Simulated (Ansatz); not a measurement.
System: BNH3F, charge 0, singlet. BNH3F (SMILES NBF).
B3LYP-D3(BJ)/def2-TZVP minimum from Ansatz (an electronic-structure program):
```xyz
6

B     -0.1121    -0.4811    -0.0284
H     -0.4385    -1.6180    -0.1742
F      0.7267    -0.1703     0.9732
N     -0.5753     0.5296    -0.8653
H     -0.3101     1.4954    -0.7568
H     -1.2037     0.3533    -1.6292
```

Total energies in cc-pVTZ, 18 correlated electrons, 3 frozen orbitals. Open shells are spin-unrestricted; no spin-orbit coupling. Correlated methods leave the cores frozen. No relativity.

```json
[
 {"method": "HF", "program": "Ansatz", "energy (Eh)": "-180.49770", "minus CCSDT(Q) (mEh)": "604.03"},
 {"method": "MP2", "program": "Ansatz", "energy (Eh)": "-181.06566", "minus CCSDT(Q) (mEh)": "36.07"},
 {"method": "CCSD", "program": "Ansatz", "energy (Eh)": "-181.08154", "minus CCSDT(Q) (mEh)": "20.19"},
 {"method": "CCSD(T)", "program": "Ansatz", "energy (Eh)": "-181.10064", "minus CCSDT(Q) (mEh)": "1.09"},
 {"method": "CCSDT(Q)", "program": "Ansatz", "energy (Eh)": "-181.10173", "minus CCSDT(Q) (mEh)": "0.00"}
]
```

Rough core times of Ansatz's runs on a shared machine: CCSD(T) under 20 s, CCSDT(Q) 60 min.
